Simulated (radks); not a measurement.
Coulomb parameter of the 4f shell of the terbium ion Tb2+ in the model configuration [Xe] 4f8 6s1, as a second difference U = [E(n + 0.25) + E(n - 0.25) - 2 E(n)] / (0.25)^2 with all orbitals relaxed. "Bare": the charge of the atom changes with n. "Screened": the 6s shell takes up the change at fixed total charge, which measures U(4f,4f) + U(6s,6s) - 2 U(4f,6s). All-electron calculation, scalar-relativistic Kohn-Sham, PBE, spin-unpolarised, spherical densities, finite nucleus; Fermi nuclear charge, rms radius 5.06 fm. Program: a radial shooting solver on a logarithmic mesh with Libxc functionals.

| case | configuration | E - E(n) (eV) |
|---|---|---|
| start | [Xe] 4f8 6s1 | 0.000 |
| bare +0.25 | [Xe] 4f8.25 6s1 | -5.845 |
| bare -0.25 | [Xe] 4f7.75 6s1 | 6.956 |
| screened +0.25 | [Xe] 4f8.25 6s0.75 | -2.066 |
| screened -0.25 | [Xe] 4f7.75 6s1.25 | 2.535 |

U(bare) = 17.779 eV, U(screened by 6s) = 7.502 eV, against the Slater integral F0(4f,4f) = 30.542 eV with frozen orbitals.
